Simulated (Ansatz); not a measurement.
Isomers of Ag3H4 (doublet), relaxed with PBE0-D4/def2-TZVP; total energies from Ansatz at r2SCAN0-D4/def2-TZVP.

```
isomer                                                          description  energy (Eh)
     A            point group Cs; 1 × Ag–Ag 2.86 Å; 4 × Ag–H 1.75 to 1.96 Å   -443.38217
     B  point group not assigned; 1 × Ag–Ag 2.80 Å; 4 × Ag–H 1.79 to 1.87 Å   -443.38088
```

In the def2 sets Ag takes a core potential; there is no spin–orbit coupling.

The isomers come from a short search, and lower ones may exist.

Task: Work out the relative energies (1 Eh = 2625.5 kJ/mol) and the Boltzmann populations at 500 K from electronic energies alone (R = 8.314 J/mol/K).

Result: ΔE: A 0.0, B 3.4 kJ/mol. RT = 4.16 kJ/mol. Factors exp(−ΔE/RT): A 1, B 0.442; sum 1.442. Populations: A 69.3 %, B 30.7 %. Zero-point energy, vibrational entropy and symmetry numbers are left out and can shift these; an error of 4 kJ/mol changes a ratio by a factor of 2.6. Over the other density-functional and correlated levels in def2 sets, the gap between A and B ranges from 3 to 4 kJ/mol.
